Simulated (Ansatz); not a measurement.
Total energies of CH3F2O2Ta (`C[O][Ta](=[O])([F])[F]`).

```
atom    x (Å)    y (Å)    z (Å)
  C1  -0.1158  -1.5662   0.3184
  O2  -0.3461  -0.3632  -0.3760
 Ta3   0.0630   1.4586  -0.3600
  O4   1.0833   1.7257   0.9929
  F5   1.0033   1.9245  -1.9212
  F6  -1.5061   2.4721  -0.1366
  H7   0.5400  -1.3969   1.1762
  H8  -1.0704  -1.9681   0.6644
  H9   0.3488  -2.2866  -0.3580
```

Total charge 0; spin multiplicity 1. Correlated methods include outer-core shells of Ta, which these sets cover unevenly. Ta takes the def2 core potential. All single points use the PBE0-D4/def2-TZVP geometry. It is one conformer, not always the lowest. Basis def2-TZVPP, Ansatz 0.2.0.

RPA on PBE orbitals: Hartree–Fock energy of these orbitals -444.94283 Eh, correlation -2.30703 Eh (frozen core).

| functional | energy without D4 (Eh) | D4 term (kJ/mol) |
| --- | --- | --- |
| PBE | -447.16298 | -17.0 |
| CAM-B3LYP | -447.36225 | -14.8 |

**Question.** Give the same for LDA (SPW92), revPBE, BLYP, r2SCAN, B97M-V, PBE0, B3LYP, r2SCANh, r2SCAN0, HSE06 (plane-wave form), BHLYP, LC-ωPBE, ωB97X-V, ωB97M-V, B2PLYP, PBE-QIDH. (Estimate.)

**Answer.** The calculation gave: 
```
             functional  energy without D4 (Eh)  D4 term (kJ/mol)
            LDA (SPW92)              -444.71605                 –
                 revPBE              -447.45802             -46.7
                   BLYP              -447.46580             -36.2
                 r2SCAN              -447.37984              -4.2
                 B97M-V              -447.40671                 –
                   PBE0              -447.10405             -14.4
                  B3LYP              -447.54274             -27.3
                r2SCANh              -447.32971              -4.5
                r2SCAN0              -447.25696              -5.0
HSE06 (plane-wave form)              -447.08643             -13.6
                  BHLYP              -447.21603             -22.4
                LC-ωPBE              -447.31238                 –
                ωB97X-V              -447.35492                 –
                ωB97M-V              -447.32008                 –
                 B2PLYP              -447.18296                 –
               PBE-QIDH              -446.96730                 –
```

B3LYP takes the VWN-RPA correlation (the form of Gaussian; ORCA's B3LYP/G). HSE06 is the plane-wave form, built on full-range PBE exchange. The double hybrids freeze the cores in their second-order part.

LC-ωPBE has ω = 0.4 bohr⁻¹.
